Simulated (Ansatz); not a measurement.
Geometry optimisation, Ansatz, DFT PBE-D3(BJ), scalar-relativistic, plane waves, PAW.

input.yaml

```yaml
accuracy: low
crystal:
  lattice:
    - [7.991658, 0.0, 0.0]
    - [0.0, 7.991658, 0.0]
    - [0.0, 0.0, 7.991658]
  atoms:
    - { symbol: "N", position: [0.5240466, 0.9523367, 0.9021644] }
    - { symbol: "N", position: [0.48518, 0.917836, 0.7706668] }
    - { symbol: "N", position: [0.9841542, 0.0543445, 0.0328497] }
    - { symbol: "N", position: [0.9099713, 0.0493474, 0.153118] }
    - { symbol: "N", position: [0.3984707, 0.2361847, 0.3626239] }
    - { symbol: "N", position: [0.3697265, 0.3153531, 0.2490516] }
    - { symbol: "N", position: [0.7277099, 0.4056621, 0.715962] }
    - { symbol: "N", position: [0.6893564, 0.3326709, 0.6010977] }
    - { symbol: "N", position: [0.7726985, -0.0459797, 0.4634981] }
    - { symbol: "N", position: [0.6993977, 0.0479905, 0.3874118] }
    - { symbol: "N", position: [1.004174, 0.7213167, 0.2221842] }
    - { symbol: "N", position: [0.8688149, 0.6855117, 0.2024751] }
    - { symbol: "N", position: [0.0554304, 0.3613498, 0.6000978] }
    - { symbol: "N", position: [0.1245658, 0.2783016, 0.691289] }
    - { symbol: "N", position: [0.5113041, 0.6873145, 0.393667] }
    - { symbol: "N", position: [0.4961516, 0.7495622, 0.2676188] }
basis:
  ecutwfc: 420.0
kpoints:
  mp_grid: { grid: [1, 1, 1] }
hamiltonian:
  xc: pbe
  dispersion: d3bj
scf:
  occupations: { method: fermi_dirac, width: 0.02 }
  lower_state_search: "off"
relax:
  f_tol: 0.3
  max_steps: 15
  adjacent_minimum: "off"
```

Launched with:

```bash
$ ansatz run input.yaml --threads 1 --pin off --max-ram 3072MiB --backend cpu --events-out ev --progress --plain --runs-dir out
```

Question: Where does it end, and by what steps?

Answer: It converged. The threshold is loose, so the end isn't yet a minimum. The force dipped under the threshold on the way, but the program's further checks kept it going. Limits of this set-up: coarse k mesh, low accuracy level. After 8 steps the energy has fallen by 1.098 eV; N8 moved furthest, 0.78 Å.

```
step  energy less start (eV)  largest force component (eV/Å)  accepted
   0                  0.0000                           3.745       yes
   1                 -0.7337                           0.240       yes
   2                 -0.7337                           0.240       yes
   3                 -0.9017                           1.233       yes
   4                 -1.0172                           0.486       yes
   5                 -1.0657                           0.209       yes
   6                 -1.0504                           1.366        no
   7                 -1.0790                           0.513       yes
   8                 -1.0979                           0.141       yes
```

```xyz
16
Lattice="7.9917 0.0000 0.0000 0.0000 7.9917 0.0000 0.0000 0.0000 7.9917" Properties=species:S:1:pos:R:3
N 4.210 7.893 7.117
N 3.654 7.365 6.325
N 7.899 0.515 -0.285
N 7.665 0.775 0.761
N 2.897 1.555 2.400
N 3.019 2.279 1.577
N 5.549 3.507 6.110
N 5.021 3.066 5.248
N 6.600 -0.332 4.171
N 5.906 0.275 3.567
N 8.087 5.192 1.826
N 7.018 4.925 1.815
N 0.760 2.951 4.759
N 1.482 2.518 5.471
N 3.607 5.406 3.049
N 3.515 6.048 2.158
```

Run time: 19 s on 1 thread of Arm Neoverse V2 (shared host), peak memory 0.41 GiB.
